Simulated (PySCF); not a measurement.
Si(Cl)2(Me)(NH2) (CH₅Cl₂NSi), SMILES [Si](Cl)(C)(N)Cl. Geometry: PBE0-D3(BJ)/def2-SVP. The values are those of a single conformer.

### Question
Give the equilibrium geometry at PBE0-D3(BJ)/def2-SVP (PySCF confirms it by a frequency run) as bond lengths and angles. (Estimate from the structure and the level; the computed values follow.)

### Answer
One answer among several that fit: 
Atoms: C1 Si2 N3 Cl4 Cl5 H6 H7 H8 H9 H10. Bonds (Å): C1–Si2 1.851, C1–H6 1.100, C1–H7 1.101, C1–H8 1.100, Si2–N3 1.709, Si2–Cl4 2.081, Si2–Cl5 2.064, N3–H9 1.014, N3–H10 1.015. Angles (°): Si2–C1–H6 110.2, Si2–C1–H7 110.5, Si2–C1–H8 110.3, H6–C1–H7 108.8, H6–C1–H8 109.0, H7–C1–H8 108.0, C1–Si2–N3 111.6, C1–Si2–Cl4 107.7, C1–Si2–Cl5 111.3, N3–Si2–Cl4 113.6, N3–Si2–Cl5 106.5, Cl4–Si2–Cl5 106.1, Si2–N3–H9 119.4, Si2–N3–H10 119.3, H9–N3–H10 111.2.
